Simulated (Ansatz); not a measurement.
Total energies of Ag2Au (the lowest doublet isomer of a short search) from Ansatz at r2SCAN-D4/def2-TZVP, gas phase (1 Eh = 27.2114 eV = 2625.5 kJ/mol). The reference geometry is relaxed at r2SCAN-D4/def2-TZVP.

```xyz
3

Au    0.255    1.545   -0.127
Ag   -0.931   -0.724   -0.958
Ag    0.676   -0.821    1.085
```

```csv
state,geometry,energy (Eh)
charge 0 doublet,reference,-429.91803
charge 1 singlet,reference,-429.68127
charge 0 quartet,relaxed at r2SCAN-D4/def2-TZVP,-429.82313
free Au atom (doublet),–,-135.75895
free Ag atom (doublet),–,-147.01662
```

In the def2 sets Ag, Au take a core potential; there is no spin–orbit coupling.

Problem. Work out the vertical ionisation energy to the singlet.

Solution. E(charge 1 singlet) − E(charge 0 doublet) = -429.68127 − (-429.91803) = 0.23676 Eh = 6.44 eV. For comparison, −ε of the highest occupied level of the spin that leaves is 4.30 eV at this level, 2.14 eV less.

Problem. Which of the charge 0 states is lowest, and how far above it are the others?

Solution. The doublet. quartet: -429.82313 − (-429.91803) = 0.09490 Eh = 249.2 kJ/mol.

Problem. What is the binding energy per atom against free atoms?

Solution. Atoms: 1 × (-135.75895) + 2 × (-147.01662) = -429.79219 Eh. Binding: -429.79219 − (-429.91803) = 0.12584 Eh = 3.42 eV, or 1.14 eV for each of 3 atoms (no zero-point energy, no counterpoise term).

The structure comes from a short search, and lower isomers may exist.
